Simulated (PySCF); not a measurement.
Si(OSiH3)(H)(NHSiH3)2 (H12N2OSi4), SMILES [SiH3]N[SiH](O[SiH3])N[SiH3]. The structure is a stationary point at PBE-D3(BJ)/def2-SVP. One conformer was computed; it need not be the lowest.

Computed equilibrium geometry at PBE-D3(BJ)/def2-SVP (PySCF confirms it by a frequency run) as a Z-matrix (one conformer of several):
```
Si
O 1 1.6806
Si 2 1.6824 1 132.89
N 1 1.7387 2 103.49 3 110.45
H 4 1.0241 1 118.58 2 175.76
N 1 1.7392 2 113.14 3 -5.14
H 6 1.0241 1 119.42 2 -87.74
Si 6 1.7631 7 116.92 1 177.48
Si 4 1.7639 5 116.25 1 174.10
H 1 1.4975 2 107.46 3 -126.36
H 3 1.4999 2 107.22 1 -175.44
H 8 1.5031 6 111.82 7 129.92
H 9 1.5040 4 111.60 5 127.73
H 3 1.5044 11 109.57 2 -120.94
H 9 1.5046 13 108.95 4 116.97
H 8 1.5048 12 109.28 6 117.89
H 9 1.5049 13 108.09 15 117.91
H 3 1.5057 11 109.25 14 -119.18
H 8 1.5077 12 107.92 16 117.34
```
Charge 0, spin multiplicity 1.
